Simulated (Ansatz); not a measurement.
Two isomers of C2H5BrOSi: A = `Br[SiH]1CCO1`, B = `C=CO[SiH2]Br`.

Computed with Ansatz on PBE0-D4/def2-TZVP structures; ΔE is electronic, products minus reactants. CBS: MP2 limit from def2 TZ/QZ plus the TZ coupled-cluster correction, frozen cores. DFT in def2-TZVPP. B3LYP here is the variant with VWN-RPA as its local correlation; programs differ in this. For Br outer-core shells are correlated without core-valence functions, which leaves a few kJ/mol of doubt a bond. Scalar relativity is left out up to krypton. Each species was taken in one conformer, which may not be the lowest.

**Question.** Which is lower in electronic energy at CCSD(T)/CBS, and by how much? (Best estimate.)

**Answer.** Computed: A, by 32.9 kJ/mol.

**Question.** Give E(B) − E(A) in kJ/mol with CCSD(T)/def2-TZVPP, B3LYP, ωB97M-V, CCSD/def2-TZVPP, PBE-D4, HF/def2-TZVPP, MP2/def2-TZVPP. (An estimate is asked.)

**Answer.** Ansatz gave: CCSD(T)/def2-TZVPP 32.6, B3LYP 16.4, ωB97M-V 37.7, CCSD/def2-TZVPP 31.8, PBE-D4 38.8, HF/def2-TZVPP 7.5, MP2/def2-TZVPP 41.7. None reverses the order clearly.

Largest T1 diagnostic: 0.010.

The D4 term adds +3.0 kJ/mol with B3LYP and +1.3 kJ/mol with PBE0; it sums over pairs of atoms, weighted by their polarisabilities, and B3LYP, whose exchange is more repulsive, gets the larger term. From PBE to PBE0 (25 % exact exchange), in def2-TZVPP and without D4, E(B) − E(A) moves by +7.1 kJ/mol.
